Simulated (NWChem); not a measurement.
# Si₂H₃Cl₃; SMILES Cl[Si](Cl)([SiH3])Cl

```xyz
8

Si     0.0000     0.0000    -2.3040
Si     0.0000     0.0000     0.0326
Cl    -1.7998    -0.7354     0.7546
Cl     0.2630     1.9264     0.7546
Cl     1.5368    -1.1910     0.7546
H     -0.1936    -1.4095    -2.7864
H      1.3175     0.5371    -2.7864
H     -1.1238     0.8724    -2.7864
```
Atoms are numbered in this order, from 1.

Program: NWChem. Coordinates come from a PBE-D3(BJ)/def2-SVP optimisation. Level: PBE0/def2-SVP with SMD (1 M gas to 1 M solution), gas-phase geometry. Reactions with the solvent are ignored.

| solvent | dielectric constant | solvation free energy (kcal/mol) | cavity-dispersion-structure term (kcal/mol) | dipole in solution (D) |
|---|---|---|---|---|
| water | 78.4 | 1.5 | 2.7 | 2.19 |
| chlorobenzene | 5.70 | -3.8 | -2.8 | 2.09 |
| N,N-dimethylformamide | 37.2 | -2.9 | -1.7 | 2.19 |
| ethyl acetate | 5.99 | -3.6 | -2.5 | 2.09 |
| methanol | 32.6 | -3.7 | -2.5 | 2.18 |
| cyclohexane | 2.02 | -3.2 | -2.6 | 1.90 |
